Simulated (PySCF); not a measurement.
Computed IR spectrum (relative IR intensity) of a molecule C₄H₆BFO. Coordinates come from a PBE-D3(BJ)/def2-SVP optimisation. One conformer was computed; it need not be the lowest. Calculation: PBE-D3(BJ)/def2-SVP (PySCF 2.14.0). Harmonic, unscaled wavenumbers; measured fundamentals usually lie a few per cent lower.

Lines under 2 % of the strongest are left out, and lines within 2 cm⁻¹ are merged.

```json
[
 {"ν (cm⁻¹)": "471", "relative intensity": "3.8"},
 {"ν (cm⁻¹)": "523", "relative intensity": "4.9"},
 {"ν (cm⁻¹)": "548", "relative intensity": "2.3"},
 {"ν (cm⁻¹)": "722", "relative intensity": "7.9"},
 {"ν (cm⁻¹)": "965", "relative intensity": "35"},
 {"ν (cm⁻¹)": "1032", "relative intensity": "3.0"},
 {"ν (cm⁻¹)": "1076", "relative intensity": "11"},
 {"ν (cm⁻¹)": "1144", "relative intensity": "15"},
 {"ν (cm⁻¹)": "1178", "relative intensity": "14"},
 {"ν (cm⁻¹)": "1218", "relative intensity": "16"},
 {"ν (cm⁻¹)": "1240", "relative intensity": "2.5"},
 {"ν (cm⁻¹)": "1277", "relative intensity": "12"},
 {"ν (cm⁻¹)": "1330", "relative intensity": "10.0"},
 {"ν (cm⁻¹)": "1359", "relative intensity": "7.1"},
 {"ν (cm⁻¹)": "1418", "relative intensity": "100"},
 {"ν (cm⁻¹)": "1432", "relative intensity": "28"},
 {"ν (cm⁻¹)": "1756", "relative intensity": "64"},
 {"ν (cm⁻¹)": "2929", "relative intensity": "4.4"},
 {"ν (cm⁻¹)": "2945", "relative intensity": "4.3"},
 {"ν (cm⁻¹)": "2985", "relative intensity": "16"},
 {"ν (cm⁻¹)": "3038", "relative intensity": "6.3"},
 {"ν (cm⁻¹)": "3044", "relative intensity": "9.8"}
]
```

Q: Which structure fits?
A) CB(O)C=C=CF
B) CB1C=C(F)CO1
C) CC1=CCB(F)O1
D) O=C1CCCB1F

A: D, O=C1CCCB1F
